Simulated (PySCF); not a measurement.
These 2 structures share the formula C2Cl4F2. Method: PySCF 2.14.0, PBE0-D3(BJ)/def2-SVP geometry optimisation, gas phase. One conformer each; no zero-point energy, no entropy. No frequencies were run at this level. Point groups hold within 0.08 Å.

Problem. Rank from lowest to highest electronic energy at this level (kcal/mol).
A. `[F:1][C:2]([Cl:3])([Cl:4])[C:5]([F:6])([Cl:7])[Cl:8]` with F1–C2–C5–F6 61°
B. CF2Cl-CCl3 (`FC(F)(Cl)C(Cl)(Cl)Cl`)

Solution. B (0.0), A (3.6).

As drawn, the lower has two fluorines on one carbon, which the higher lacks.

```csv
SMILES,E (Eh),E rel (kcal/mol),dipole (D),point group,"A, B, C (MHz)"
FC(F)(Cl)C(Cl)(Cl)Cl,-2115.02107,0.0,0.47,Cs,"1235, 923.3, 880.3"
FC(Cl)(Cl)C(F)(Cl)Cl,-2115.01537,3.6,0.56,C2,"1241, 944.0, 848.5"
```

Problem. How do the relative energies change in single points at PBE0/pcSseg-1 (no added dispersion term) on the same geometries?

Solution. 
```json
{"SMILES": "FC(F)(Cl)C(Cl)(Cl)Cl", "PBE0-D3(BJ)/def2-SVP (kcal/mol)": "0.0", "PBE0/pcSseg-1 (kcal/mol)": "0.0", "shift": "0.0"}
{"SMILES": "FC(Cl)(Cl)C(F)(Cl)Cl", "PBE0-D3(BJ)/def2-SVP (kcal/mol)": "3.6", "PBE0/pcSseg-1 (kcal/mol)": "3.8", "shift": "+0.2"}
```

Each column counts from its own lowest isomer. The order is unchanged; the largest shift is 0.2 kcal/mol.
